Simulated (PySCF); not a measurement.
Ga(F)3 cation (F₃Ga), SMILES [Ga]([F])([F])[F] (connectivity only; charge and spin as stated), charge +1, multiplicity 2. Geometry optimised at B3LYP-D3(BJ)/def2-SVP. The multiplicity is an assumed one; other spin states were not compared. The isomer is the one that the SMILES or the coordinates give; other isomers of the formula were not compared.

Method: B3LYP-D3(BJ)/def2-SVP (PySCF 2.14.0).

Harmonic wavenumbers (cm⁻¹): 117, 147, 297, 410, 622, 839. Rotational constants (GHz): 12.38, 3.765, 2.887; symmetry number 2.

**Question.** Work out the zero-point energy and the ideal-gas rigid-rotor harmonic-oscillator thermochemistry at 298.15 K and 1 atm.

**Answer.** ZPE = ½ Σ hcν = ½ × 2432 cm⁻¹ = 14.55 kJ/mol. H − E(el) = 30.48 kJ/mol. Entropy in J/(mol K): translation 169.13, rotation 100.02, vibration 36.83, spin 5.76, total 311.75. G − E(el) = -62.47 kJ/mol. Cp = 69.00 J/(mol K). Modes under 150 cm⁻¹ make the vibrational entropy uncertain.
